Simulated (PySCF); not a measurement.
AlFH2OSe, SMILES [OH][Al]([F])[SeH]. Geometry optimised at B3LYP-D3(BJ)/def2-SVP. Other conformers were not sampled.

Method: B3LYP-D3(BJ)/def2-SVP (PySCF).

Harmonic wavenumbers (cm⁻¹): 144, 201, 229, 240, 326, 382, 552, 599, 819, 953, 2407, 3922. Rotational constants (GHz): 6.363, 1.772, 1.386; symmetry number 1.

**Question.** Work out the zero-point energy and the ideal-gas rigid-rotor harmonic-oscillator thermochemistry at 298.15 K and 1 atm.

**Answer.** ZPE = ½ Σ hcν = ½ × 10774 cm⁻¹ = 15.40 kcal/mol. H − E(el) = 19.91 kcal/mol. Entropy in cal/(mol K): translation 40.78, rotation 27.42, vibration 12.17, total 80.38. G − E(el) = -4.05 kcal/mol. Cp = 21.63 cal/(mol K). Modes under 150 cm⁻¹ make the vibrational entropy uncertain.
